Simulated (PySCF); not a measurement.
Computed shifts of a molecule C₅H₅FO, PBE/pcSseg-1 (PySCF), GIAO, gas phase, equivalent atoms averaged, in ppm (number of nuclei): ¹³C: 209.8 (1), 154.5 (1), 147.4 (1), 105.4 (1), 50.0 (1). ¹⁹F: -203.7 (1). ¹H: 10.75 (1), 7.13 (1), 6.67 (1), 3.39 (1), 3.17 (1). References: ¹⁷O against H2O (σ = 334.3 ppm); ¹³C against TMS (σ = 182.0 ppm); ¹⁹F against CFCl3 (σ = 133.6 ppm); ¹H against TMS (σ = 31.49 ppm), references at their B3LYP-D3(BJ)/def2-TZVP geometries, non-relativistic. Geometry optimised at r2SCAN-D4/def2-SVP. One conformer was computed; it need not be the lowest.

### Question
Which molecule gave these data?
(A) F/C=C1\CC=CO1
(B) O=C1C=CC[C@@H]1F
(C) Cc1cocc1F
(D) O=C[C@]1(F)C=CC1

### Answer
D, O=C[C@]1(F)C=CC1
